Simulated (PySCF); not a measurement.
# GaH3: from structure and modes to constants

All numbers come from PySCF, PBE0, basis Ga def2-TZVP, H def2-TZVP (no relativity, density fitting).

The singlet minimum has D3h symmetry. Masses (u): Ga 68.92558, H 1.00782.

```xyz
4
charge 0 multiplicity 1, angstrom
Ga    0.0000    0.0000    0.0000
H     1.5685    0.0000    0.0000
H    -0.7842    1.3583    0.0000
H    -0.7842   -1.3583    0.0000
```

Harmonic wavenumbers (cm⁻¹): 723.7 (a2'', ×1), 759.8 (e', ×2), 1977.5 (a1', ×1), 1979.3 (e', ×2).

Q: What is the harmonic zero-point energy?

A: Half the sum of all 6 wavenumbers, 8179/2 = 4090 cm⁻¹, which is 48.9 kJ/mol (1 cm⁻¹ = 0.0119627 kJ/mol).

Q: Give the standard entropy (298.15 K, 1 bar) by its translational, rotational, vibrational and spin parts, and Cp.

A: Sackur–Tetrode with M = 71.95 u gives 162.2; rotation with symmetry number 6 gives 52.9; vibration 3.2; spin R ln 1 = 0.0. The total is 218.3 J/(mol K), and Cp = 4 R + 9.5 = 42.7 J/(mol K).
